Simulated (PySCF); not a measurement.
**Sn⁴⁴⁺ (tin, charge +44): Hartree-Fock from Schrödinger to Dirac-Coulomb-Breit**

Occupied: 1s1/2, 2s1/2, 2p1/2. Hartree-Fock calculated with PySCF 2.14 in an uncontracted even-tempered set (19 s from 7.4 bohr⁻², ratio 2.3; 14 p from 8.9 bohr⁻², ratio 2.3), Gaussian nucleus throughout. NR is non-relativistic, sf-X2C the spin-free one-electron X2C Hamiltonian, X2C adds the bare one-electron spin-orbit term, X2C-SNSO screens it by Boettger's factors, DC is four-component Dirac-Coulomb, and the Gaunt and Breit terms are added at first order (total energies over the DC spinors, levels after relaxing the spinors in that mean field). QED terms are absent. Levels marked empty are virtual spinors of this ion.

```json
{"Hamiltonian": "X2C", "E (hartree)": "-3723.3377", "E − E(DC) (hartree)": "0.5846", "CPU seconds": "0.29"}
{"Hamiltonian": "X2C-SNSO", "E (hartree)": "-3722.7540", "E − E(DC) (hartree)": "1.1683", "CPU seconds": "0.29"}
{"Hamiltonian": "DC", "E (hartree)": "-3723.9224", "E − E(DC) (hartree)": "0.0000", "CPU seconds": "16"}
{"Hamiltonian": "DC+Gaunt", "E (hartree)": "-3720.9968", "E − E(DC) (hartree)": "2.9256", "CPU seconds": "35"}
{"Hamiltonian": "DC+Breit", "E (hartree)": "-3721.1487", "E − E(DC) (hartree)": "2.7736", "CPU seconds": "100"}
```

```
   level (eV)       X2C  X2C-SNSO        DC  DC+Gaunt  DC+Breit
        1s1/2  -33112.3  -33113.1  -33131.8  -33072.9  -33074.8
        2s1/2   -7700.7   -7701.0   -7703.3   -7697.5   -7698.0
        2p1/2   -7558.7   -7550.9   -7552.7   -7540.7   -7542.2
2p3/2 (empty)   -7073.4   -7076.8   -7077.1   -7071.1   -7072.6
3s1/2 (empty)   -3194.5   -3194.6   -3195.1   -3193.5   -3193.8
```

Weight of the small component: 1s1/2 0.0339, 2s1/2 0.00785, 2p1/2 0.00781, 2p3/2 0.00741, 3s1/2 0.00319.

Koopmans' value for the highest occupied level at DC+Breit: 7542.2 eV, against an ionisation energy of 7531 ± 8 eV (semi-empirical (NIST evaluation); NIST Atomic Spectra Database, ionization energies); the former lacks relaxation, correlation, QED and recoil.

The whole ladder took 160 s of wall time on 1 thread of Intel(R) Xeon(R) Platinum 8259CL CPU @ 2.50GHz (shared host), launched as `OMP_NUM_THREADS=1 python relrun2.py TASK.json OUT` (a driver that calls PySCF for each Hamiltonian).
